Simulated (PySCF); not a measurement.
Spin states of GeN

Unrestricted PBE0; basis Ge jorge-DZP-DKH, N jorge-DZP-DKH; spin-free X2C with a Gaussian nucleus; PySCF 2.14. Outer shells of the fragments: Ge 3d10 4s2 4p2; N 2s2 2p3.

Followed along the bond (rough minima from three points):

```json
{"2Ms+1": "2", "unpaired": "σ ↑", "⟨S²⟩ at the start": "0.94", "R at minimum (Å)": "1.66", "Te (eV)": "0.00"}
{"2Ms+1": "2", "unpaired": "π ↑", "⟨S²⟩ at the start": "0.81", "R at minimum (Å)": "1.74", "Te (eV)": "0.05"}
{"2Ms+1": "4", "unpaired": "π ↑↑↑", "⟨S²⟩ at the start": "3.76", "R at minimum (Å)": "none in the scan", "Te (eV)": "≤ 1.85"}
{"2Ms+1": "6", "unpaired": "σ ↑, π ↑↑↑↑", "⟨S²⟩ at the start": "8.76", "R at minimum (Å)": "none in the scan", "Te (eV)": "≤ 3.93"}
```

Solutions found at the starting distance of 1.815 Å, counted from the lowest of them; the search is not exhaustive and high or unbound solutions are not listed, so other states can lie among these:

```json
{"2Ms+1": "2", "unpaired": "π ↑", "term": "²Π", "E (eV)": "0.00", "⟨S²⟩": "0.81", "⟨Lz²⟩": "1.01", "μ (D)": "-2.99"}
{"2Ms+1": "2", "unpaired": "σ ↑", "term": "²Σ⁺", "E (eV)": "0.25", "⟨S²⟩": "0.94", "⟨Lz²⟩": "0.00", "μ (D)": "-3.02"}
{"2Ms+1": "4", "unpaired": "π ↑↑↑", "term": "⁴Π", "E (eV)": "1.99", "⟨S²⟩": "3.76", "⟨Lz²⟩": "1.00", "μ (D)": "-1.07"}
{"2Ms+1": "4", "unpaired": "σ ↑, π ↑↑", "term": "mixed", "E (eV)": "2.15", "⟨S²⟩": "3.77", "⟨Lz²⟩": "2.00", "μ (D)": "-1.74"}
{"2Ms+1": "2", "unpaired": "π ↑↑↓", "term": "mixed", "E (eV)": "2.60", "⟨S²⟩": "1.75", "⟨Lz²⟩": "3.01", "μ (D)": "-1.06"}
{"2Ms+1": "4", "unpaired": "σ ↑, π ↑↑", "term": "mixed", "E (eV)": "2.63", "⟨S²⟩": "3.76", "⟨Lz²⟩": "2.00", "μ (D)": "-1.93"}
```

A term symbol is given only where ⟨S²⟩ and ⟨Lz²⟩ are close to those of a pure state; real π, δ and φ orbitals otherwise mix terms. A positive dipole means Ge(−)N(+).

Task: Compare the gap between the two lowest followed solutions at the starting distance with the gap between their minima.

Result: At PBE0 the second solution (doublet, unpaired electrons π ↑) lies -0.25 eV from the first (doublet, unpaired electrons σ ↑) at 1.815 Å and +0.05 eV at the minima; the two curves relax by different amounts, since their minima lie near 1.74 and 1.66 Å.

Spin–orbit coupling is left out. Counting both spins, an empty level lies below a filled one in some of these solutions, because spin and occupation are held.
